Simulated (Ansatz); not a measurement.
Wavefunction ladder for CH₃FOSeSi (`FC1O[SiH2][Se]1`)

Z-matrix (Å, degrees):
```
C
O 1 1.380
Si 1 2.391 2 43.2
F 1 1.350 2 110.3 3 -118.2
Se 1 2.017 2 104.1 3 1.2
H 1 1.091 2 112.4 3 121.1
H 3 1.481 1 123.4 2 79.2
H 3 1.482 1 124.3 2 -80.5
```

The species carries charge 0 and has multiplicity 1. Correlated methods include outer-core shells of Se, which these sets cover unevenly. Scalar relativity is left out up to krypton. The structure was optimised at the PBE0-D4/def2-TZVP level. Frozen core, restricted reference, the Gaussian-basis code of Ansatz.

```csv
basis,HF (Eh),MP2 corr.
def2-SVP,-2902.16047,-0.82266
def2-TZVPP,-2902.83512,-1.02933
def2-QZVPP,-2902.90098,-1.39606
```

Q: Estimate the CCSD correlation energy and the (T) correction in each basis where they were run (hartree).

A: 
```json
{"basis": "def2-SVP", "CCSD corr.": "-0.84902", "(T)": "-0.02332"}
{"basis": "def2-TZVPP", "CCSD corr.": "-1.04912", "(T)": "-0.04118"}
```
